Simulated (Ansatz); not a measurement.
CH5BFNO can be A, `NC(O)BF`, or B, `BNC(O)F`.

Calculated with Ansatz (gas phase, PBE0-D4/def2-TZVP geometries, no zero-point term in ΔE). CCSD(T)/CBS adds triple-zeta CCSD(T) − MP2 to the extrapolated MP2 energy (def2 sets, frozen cores). DFT in def2-TZVPP. Each species was taken in one conformer, which may not be the lowest.

Problem. Which is lower in electronic energy at CCSD(T)/CBS, and by how much? (Estimate.)

Solution. Computed: A, by 5.2 kcal/mol.

Problem. Give E(B) − E(A) in kcal/mol with ωB97M-V, MP2/def2-TZVPP, PBE0-D4, PBE-D4, CCSD(T)/def2-TZVPP, HF/def2-TZVPP, B2PLYP. (Best estimate.)

Solution. Ansatz gave: ωB97M-V 3.7, MP2/def2-TZVPP 5.3, PBE0-D4 4.0, PBE-D4 4.6, CCSD(T)/def2-TZVPP 4.4, HF/def2-TZVPP 2.5, B2PLYP 4.4. None reverses the order clearly.

Largest T1 diagnostic: 0.013.

In def2-TZVPP, CCSD(T) changes the Hartree–Fock value by +2.0 kcal/mol (the triples alone add −0.0 kcal/mol) and MP2 by +2.8 kcal/mol.
